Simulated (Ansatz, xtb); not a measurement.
**Ranking isomers of C4H6BrCl**

9 gas-phase structures of C4H6BrCl, from a drawn sample of its isomers (lower ones may exist). Each was relaxed with GFN2-xTB; where two conformers were screened, the lower at r2SCAN-D4/def2-SVP is listed:

A. `C/C=C(/Br)CCl`, a singlet
B. `C/C(=C\Cl)CBr`, a singlet
C. `C=C(Br)[C@H](C)Cl`, a singlet
D. `C/C(Cl)=C/CBr`, a singlet
E. `CC/C(Cl)=C/Br`, a singlet
F. `C=C[C@H](Cl)CBr`, a singlet
G. `ClC/C=C/CBr`, a singlet
H. `C/C(Br)=C\CCl`, a singlet
I. `C=C(Cl)CCBr`, a singlet

Make a reasoned guess at their ranking by r2SCAN-D4/def2-SVP single-point energy.

Calculated order at r2SCAN-D4/def2-SVP: D (0.000), B (0.062), E (0.172), I (0.173), H (0.190), C (0.197), A (0.266), G (0.276), F (0.302) eV. Less than 1 kcal/mol parts E and I; I and H; H and C; A and G; G and F, so the order within those pairs means little.

Energies above the lowest of each column, in eV; the last columns are at PBE-D3(BJ)/def2-SVP geometries and were run for some of them only (a dash: not run or not comparable):

```csv
structure,GFN2-xTB,HF/STO-3G,r2SCAN-D4/def2-SVP,PBE-D3(BJ)/def2-SVP,CCSD(T)/def2-SVP + ΔMP2/def2-TZVPP
D,0.000,0.030,0.000,0.000,0.000
B,0.060,0.097,0.062,0.047,0.038
E,0.087,0.000,0.172,0.143,0.139
I,0.145,0.182,0.173,0.162,0.074
H,0.187,0.022,0.190,0.189,–
C,0.225,0.129,0.197,–,–
A,0.232,0.085,0.266,–,–
G,0.334,0.154,0.276,–,–
F,0.379,0.281,0.302,–,–
```

CCSD(T)/def2-SVP + ΔMP2/def2-TZVPP puts D lowest of those it was run on, with B within 1 kcal/mol; HF/STO-3G picks E. CCSD(T)/def2-SVP + ΔMP2/def2-TZVPP orders those it was run on as D (0.000), B (0.038), I (0.074), E (0.139) eV. Less than 1 kcal/mol parts D and B; B and I, so the order within those pairs means little. Some further structures that were screened fall inside this span and aren't listed. Flexible structures stand in one conformer each, not always the lowest. Frequencies (GFN2-xTB) were run for B, D, E, I alone. ΔMP2 is the change of the MP2 energy from the smaller to the larger basis.

Over these structures GFN2-xTB departs from r2SCAN-D4/def2-SVP by 0.036 eV on average once a common shift is removed. A GFN2-xTB relaxation took about 0.083 s and the r2SCAN-D4/def2-SVP energy about 1.8 s on a shared host (Ansatz 0.2.0, xtb 6.7.1).
